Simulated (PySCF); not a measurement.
Simulated O 1s region for `O=CO[SiH3]`, binding energy against the vacuum level.

Every computed line was given a Gaussian of 0.4 eV full width at half maximum and an area set by the number of equivalent atoms; the highest printed point is 100. Level of theory: delta-SCF UKS SCAN, pcX-2 on the ionised atom, pcseg-1 elsewhere, spin-free X2C (PySCF).

(binding energy (eV), intensity): (537.9, 1), (538.0, 4), (538.1, 16), (538.2, 41), (538.3, 76), (538.4, 100), (538.5, 92), (538.6, 60), (538.7, 28), (538.8, 9), (538.9, 2), (539.0, 2), (539.1, 8), (539.2, 26), (539.3, 58), (539.4, 91), (539.5, 100), (539.6, 78), (539.7, 43), (539.8, 17), (539.9, 5), (540.0, 1)

Q: How many maxima does the curve show, and how many computed lines lie under it?

A: The curve has 2 maxima (at 538.4 and 539.5 eV). Under it lie 2 lines from 2 inequivalent oxygen sites.

Q: Decompose the envelope and assign each component. Numbering: `[O:1]=[CH:2][O:3][SiH3:4]`.

A: 
| position (eV) | relative area | line | atoms | environment |
| --- | --- | --- | --- | --- |
| 538.43 | 1 | O 1s | O1 | carbonyl oxygen |
| 539.48 | 1 | O 1s | O3 | oxygen singly bound to a carbonyl carbon |

Q: Above which line width would these two lines show one maximum?

A: Two equal Gaussians merge once their distance is under 2σ = FWHM/1.177. With 1.05 eV between them that is a full width over 1.24 eV.

Lowest listed O 1s: O1, bonded to C (double bond). Highest, 1.05 eV above it: O3, bonded to C and Si.

The curve has no shake-up lines and no vibrational structure. The structure is a single PBE0-D3(BJ)/def2-SVP conformer in the gas phase; no vibrational or solvent corrections.

Conformer computed: `[O:1]=[CH:2][O:3][SiH3:4]`: O1–C2–O3–Si4 0°.
